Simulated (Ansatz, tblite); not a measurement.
Removing and adding an electron: Si16BH24, a doped nanocrystal cut from the lattice of silicon (B on an inner site). Total charge 0; doublet. Geometry: PBE-D4/def2-SVP. Ansatz, gas phase; energy differences of separate SCF runs; the oxidised species is a singlet (the triplet lies 0.59 eV higher at PBE0-D4/def2-TZVP); the reduced species is a singlet (the triplet lies 3.43 eV higher at PBE0-D4/def2-TZVP).

```xyz
41

Si   -0.271   -1.880   -3.706
Si   -2.938   -0.071   -1.033
Si    1.816   -1.223    3.094
Si   -1.602    0.123    2.346
B     0.499   -1.235   -0.243
Si    0.247    1.674   -2.372
Si    1.508    1.964    1.129
Si   -1.945    3.348    0.260
Si    0.782   -2.648   -1.713
Si    1.683   -2.368    1.003
Si   -1.401   -1.182    0.379
Si    0.360    0.309   -4.284
Si   -1.972    1.982   -1.659
Si   -0.330   -0.946    4.007
Si    2.801    0.886    2.771
Si   -0.687    2.250    1.923
Si    1.418    0.475   -0.705
H     0.160   -2.859   -4.774
H    -1.764   -1.986   -3.544
H    -4.199    0.212   -0.253
H    -3.318   -0.885   -2.243
H     2.686   -2.115    3.954
H    -3.049    0.260    2.759
H     0.896    3.013   -2.629
H     2.100    3.291    0.718
H    -3.356    3.581    0.744
H    -1.322    4.686   -0.053
H     0.182   -3.994   -1.383
H     2.232   -2.879   -2.064
H     1.139   -3.751    1.274
H     3.102   -2.535    0.516
H    -1.959   -2.552    0.703
H    -0.533    0.808   -5.394
H     1.779    0.271   -4.791
H    -2.774    2.640   -2.759
H    -0.922   -2.284    4.369
H    -0.228   -0.106    5.258
H     2.777    1.647    4.076
H     4.233    0.736    2.324
H    -0.669    3.066    3.196
H     2.835    0.279   -1.200
```

The xTB rows come from tblite. B3LYP takes the VWN-RPA correlation. Single mean-field runs in def2-TZVP are fitted with def2-universal-jkfit.

Q: Estimate orbital energies and vertical ionisation energies and electron affinities at: GFN1-xTB; GFN2-xTB; PBE-D4/def2-TZVP; B3LYP-D4/def2-TZVP; PBE0-D4/def2-TZVP.

A: 
```csv
level,−HOMO (eV),vertical IE (eV),−LUMO (eV),vertical EA (eV),HOMO–LUMO gap (eV),IE − EA (eV)
GFN1-xTB,–,11.97,–,9.05,–,2.92
GFN2-xTB,–,9.92,–,6.78,–,3.15
PBE-D4/def2-TZVP,5.65,7.31,5.26,3.69,0.38,3.62
B3LYP-D4/def2-TZVP,6.42,7.68,4.92,3.87,1.50,3.81
PBE0-D4/def2-TZVP,6.61,7.70,4.80,3.85,1.81,3.86
```

   HOMO and LUMO are the levels of the spin that leaves or enters (xTB has no such levels and no spin-polarisation term). Other spin states of the ions may lie lower, which would lower the ionisation energy or raise the affinity. Raw xTB energy differences between charge states are shifted by several eV; the methods need an empirical correction for them. Sets without diffuse functions give affinities that are too small.
